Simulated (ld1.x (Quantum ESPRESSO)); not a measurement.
## Varying the TM potential for Os

Base potential:

Os, norm-conserving Troullier–Martins (Kleinman–Bylander form), made with ld1.x (Quantum ESPRESSO) 7.5 (PBE, scalar-relativistic). Core [Xe] 4f14, reference 5d6 6s2 6p0. Waves: 6s (bound): rc 2.15 bohr; 6p (bound, empty): rc 2.40 bohr; 5d (bound): rc 1.55 bohr. Local part: all-electron potential smoothed inside 1.85 bohr (lloc = -1). Core correction: Bessel-smoothed model core inside 1.45 bohr.

Cutoffs, loose and tight: the cutoffs (Ry, on a coarse ladder) from which the occupation-weighted sum of valence levels, in a spherical-Bessel basis at the reference potential, stays within 10 and 1 mRy of its value at 400 Ry. They do not see the model core or the augmentation charge, which bear on the density cutoff. Test errors are all-electron minus pseudo excitation energies from the reference, over the configurations 5d6 6s1 6p0; 5d6 6s0 6p0; 5d5 6s0 6p0; 5d5 6s2 6p1; 5d7 6s0 6p0; 5d6 6s0 6p1; 5d6 6s1 6p1. A dash means not determined; rows that change the core or the reference have their own tests. The largest error is taken over the tests solved by every variant that gives reliable tests at all: 5d5 6s0 6p0; 5d6 6s0 6p0; 5d6 6s1 6p0; 5d6 6s1 6p1; 5d7 6s0 6p0.

A true bound ghost makes a file unfit for plane-wave use even where its test errors are small: the radial tests pick states by their node count and pass the ghost by. Where a test does run into it, the solver fails or the error is huge.

On the changes marked as counting shells twice: ld1.x takes every shell without a wave as core, so the model core holds the marked electrons as well and exchange and correlation see them twice. This cancels in the reference configuration, but the file is broken for other ones, and its errors say nothing about a proper core correction.

```tsv
change	outcome	cutoff, loose	cutoff, tight	bound ghosts	largest test error (meV)
base	generated	35 Ry	60 Ry	s, p	-111
core [Kr] 4d10 4f14, valence charge 16; reference 5s2 5p6 5d7 6s1 6p0; waves now 5p (bound): rc 1.10 bohr; 5d (bound): rc 2.35 bohr; 5s (bound): rc 1.50 bohr; local potential the s channel; core correction Bessel-smoothed model core, default radius (core density twice the valence density) (6s counted twice)	generated, misses its reference levels by 1.17 eV	120 Ry	180 Ry	none	-3821
fully relativistic	generated	35 Ry	60 Ry	s, p3/2	-103
local potential all-electron potential smoothed inside 1.60 bohr (lloc = -1)	generated	35 Ry	60 Ry	s, p	-110
wave 6s (bound): rc 2.15 bohr becomes 6s (bound): rc 1.60 bohr	generated	90 Ry	140 Ry	s, p	-195
local potential all-electron potential smoothed inside 1.65 bohr (lloc = -2)	generated	35 Ry	60 Ry	s	-111
```

(1) What comes out with this change to the base: wave 5d (bound): rc 1.55 bohr becomes 5d (bound): rc 2.40 bohr?

(2) What comes out with this change to the base: wave 6p (bound): rc 2.40 bohr becomes 6p (bound): rc 1.82 bohr?

(3) What comes out with this change to the base: all radii but the core radius scaled by about 0.90 (s 1.94, p 2.16, d 1.40 bohr); local potential all-electron potential smoothed inside 1.68 bohr (lloc = -1)?

Results:

(1) outcome: generated; cutoff, loose: 35 Ry; cutoff, tight: 40 Ry; bound ghosts: s, p; largest test error (meV): -102.

(2) outcome: generated; cutoff, loose: 35 Ry; cutoff, tight: 60 Ry; bound ghosts: p, s; largest test error (meV): -111.

(3) outcome: generated; cutoff, loose: 35 Ry; cutoff, tight: 70 Ry; bound ghosts: s, p; largest test error (meV): -109.
